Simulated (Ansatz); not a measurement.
**An input for GeSe (Germanium monoselenide)**

The species is GeSe (2 atoms), meant as a singlet with charge 0. As SMILES, `[Ge-]#[Se+]`. The shape was relaxed beforehand at r2SCAN/def2-TZVP.

```jsonl
{"atom": "Ge", "x (Å)": "0.0000", "y (Å)": "0.0000", "z (Å)": "-0.0046"}
{"atom": "Se", "x (Å)": "0.0000", "y (Å)": "0.0000", "z (Å)": "2.1392"}
```

Settings wanted:

```yaml
basis_set: def2-TZVP
integral_approximation: automatic
temperatures: (298.15, 298.15, 1) K
task: frequencies
method: DFT
functional: r2SCAN
reference: RKS
relativity: none
accuracy: medium
```

**Question.** Give an Ansatz 0.2.0 job that does this.

**Answer.** One that was run (others would do as well):

run.yaml:
```yaml
crystal:
  periodic: [false, false, false]
  atoms:
    - {symbol: Ge, position_ang: [-0.000000, -0.000000, -0.004572]}
    - {symbol: Se, position_ang: [0.000000, 0.000000, 2.139201]}
basis:
  gaussian: {orbitals: def2-TZVP}
hamiltonian: {xc: r2scan}
phonons: {temperatures: {t_min: 298.15, t_max: 298.15, t_step: 1}}
```

```bash
$ ansatz run run.yaml --threads 1 --pin off --max-ram 3480MiB --events-out events.jsonl --progress --plain --runs-dir runs
```

Calculated total energy: -4478.57342 Eh, largest force 0.001 eV/Å.
